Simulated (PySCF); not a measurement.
Question: Give a PBE0-D3(BJ)/def2-SVP geometry of `C(=C/O[SiH2]O)/C`.

Answer: 
```
atom  x, y, z in Å
C1    -2.3411   -0.2098   -0.3641
C2    -1.4988    0.6947    0.4702
C3    -0.1660    0.7674    0.4181
O4     0.5794    0.0128   -0.4305
Si5    2.2428   -0.1380   -0.4058
O6     2.7743   -1.1154    0.8192
H7    -2.9398   -0.8925    0.2621
H8    -3.0566    0.3628   -0.9778
H9    -1.7197   -0.8153   -1.0379
H10   -1.9931    1.3622    1.1823
H11    0.3925    1.4606    1.0609
H12    2.5680   -0.6923   -1.7452
H13    2.8587    1.1868   -0.1382
H14    2.5204   -2.0426    0.7879
```

Orientation and origin are arbitrary. Atoms count from 1 in this order. The 2 C–C bonds span 1.336 Å (C2=C3, drawn double) to 1.491 Å (C1–C2, drawn single), a spread of 0.155 Å. O6 (silanol oxygen) is bent (angle 117.4°). Si5 (oxygen-bound silicon) is distorted tetrahedral (angles from 103.8° to 113.9°). Of the pairs four or more bonds apart, O4···H9 is among the closest relative to their van der Waals radii: 2.52 Å, 93 % of the sum of Bondi's values.

Bonds between heavy atoms (Å): C1–C2 1.491, C2=C3 1.336, C3–O4 1.358, O4–Si5 1.670, Si5–O6 1.655.

Method: PBE0-D3(BJ)/def2-SVP geometry optimisation, gas phase in PySCF 2.14.0.

Point group: C1 (no symmetry element, even within 0.4 Å). Whether it is a minimum is left open (no frequencies). One conformer, not necessarily the lowest (C2–C3–O4–Si5 -170°, C3–O4–Si5–O6 76°, O4–Si5–O6–H 64°).

The run took 2.7 min on Arm Neoverse V1, one thread, shared host, and the process peaked at 0.53 GiB of memory. These figures are those of the optimisation.
